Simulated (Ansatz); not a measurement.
The same path of CH6ClFMgO (11 atoms, charge 0, multiplicity 1) was run 3 times with different band settings. Lost on the way: Mg1–C2, H6–F7. Made: C2–H6.

All numbers below come from RHF/6-31G* (Ansatz 0.2.0).

Relaxed end points:

```xyz
11
Properties=species:S:1:pos:R:3
Mg -0.683 0.034 -0.323
C 0.637 -1.481 0.417
Cl -2.469 0.441 -1.680
H 1.267 1.837 -1.141
O 0.340 1.751 -0.955
H -0.564 -0.018 2.045
F -1.110 0.623 1.661
H 1.018 -1.386 1.441
H 1.534 -1.539 -0.203
H 0.184 -2.472 0.368
H -0.153 2.211 -1.630
```

```xyz
11
Properties=species:S:1:pos:R:3
Mg -1.340 0.868 -0.158
C 0.711 -1.627 0.858
Cl -2.520 -0.085 -1.803
H 0.829 2.369 -0.667
O 0.196 1.817 -1.112
H 0.363 -0.857 1.537
F -1.079 1.339 1.500
H 1.124 -2.446 1.434
H 1.482 -1.226 0.208
H -0.110 -2.003 0.255
H 0.345 1.850 -2.051
```

Common settings: spring 5.0 eV/Å²; optimiser quadratic models (default); start path through a guess of the saddle point; force threshold 0.03 eV/Å; iteration limit 60; end points relaxed.

| run | movable images | climbing image |
| --- | --- | --- |
| 1 | 5 | yes |
| 2 | 1 | yes |
| 3 | 6 | no |

Q: What does each run give, and how far can it be trusted?

A: Run 1: converged after 21 iterations, highest image 0.052 eV above the first end. Neighbouring images differ by up to 1.3 eV, so the band resolves the path poorly. A vibrational analysis at the climbing image gives one clearly imaginary mode, 329i cm⁻¹, and a faint second one (21i cm⁻¹) that may be numerical noise or a soft torsion: probably a first-order saddle point.
Run 2: converged after 35 iterations, highest image 0.053 eV above the first end. Neighbouring images differ by up to 2.4 eV, so the band resolves the path poorly. Another band between the same ends (5 images) ends at a top of the same energy, where a vibrational analysis finds 1 clearly imaginary mode. So few images can step over the top or miss a turn of the path.
Run 3: converged after 29 iterations, highest image 0.015 eV above the first end. Neighbouring images differ by up to 1.6 eV, so the band resolves the path poorly. No image climbed, so the highest image needn't sit at the top of the path.
The orbitals stay closed-shell, which can raise the energy where a bond breaks towards radicals; this wasn't checked here.
